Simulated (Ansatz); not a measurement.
Geometry optimisation, RKS PBE0/def2-SVP (Ansatz 0.2.0).

input.yaml

```yaml
crystal:
  periodic: [false, false, false]
  atoms:
    - { symbol: Si, position_ang: [-0.6755, 0.1085, 0.7421] }
    - { symbol: "N", position_ang: [1.3189, 0.3417, 0.0602] }
    - { symbol: C, position_ang: [-0.7155, -0.7387, -0.8979] }
    - { symbol: H, position_ang: [0.6055, -0.2917, -0.9015] }
    - { symbol: H, position_ang: [-0.5959, -0.4052, 2.101] }
    - { symbol: Cl, position_ang: [-1.4029, 1.9926, 0.8712] }
    - { symbol: H, position_ang: [2.0385, -0.1297, 0.5956] }
    - { symbol: H, position_ang: [1.6268, 1.301, -0.0541] }
    - { symbol: H, position_ang: [-1.4128, -0.3579, -1.6371] }
    - { symbol: H, position_ang: [-0.7871, -1.8204, -0.8795] }
basis:
  gaussian: { orbitals: def2-SVP }
hamiltonian:
  xc: pbe0
relax:
  f_tol: 0.15
  max_steps: 25
  restrain:
    - { distance: [3, 1], at: 1.02, k: 30.0 }
    - { distance: [0, 1], at: 3.12, k: 30.0 }
    - { distance: [3, 2], at: 2.37, k: 30.0 }
```

Launched with:

```bash
$ ansatz run input.yaml --threads 2 --pin off --max-ram 3072MiB --backend cpu --events-out ev --progress --plain --runs-dir out
```

Where does it end, and by what steps?

The run converged. The restraints hold the end off the free minimum. After 8 steps the energy has risen by 0.060 eV (the restraints' own energy left out); N2 moved furthest, 0.66 Å. Parted: Si1–N2. Joined: N2–H4.

```tsv
step	energy less start (eV)	largest force component (eV/Å)	accepted
0	0.0000	2.956	yes
1	0.8585	3.720	yes
2	0.6473	3.365	yes
3	0.3808	1.778	yes
4	0.0903	0.603	yes
5	0.0738	0.414	yes
6	0.0714	0.334	yes
7	0.0624	0.321	yes
8	0.0599	0.285	yes
```

```xyz
10
Properties=species:S:1:pos:R:3
Si -1.048 -0.003 0.700
N 1.905 0.381 -0.237
C -1.179 -0.834 -0.773
H 1.076 -0.087 -0.610
H -0.646 -0.572 2.004
Cl -1.400 2.007 0.881
H 2.104 0.004 0.683
H 1.692 1.370 -0.135
H -1.510 -0.353 -1.696
H -0.994 -1.912 -0.816
```

Run time: 20 s on 2 threads of Arm Neoverse V2, on a shared host, peak memory 0.19 GiB.
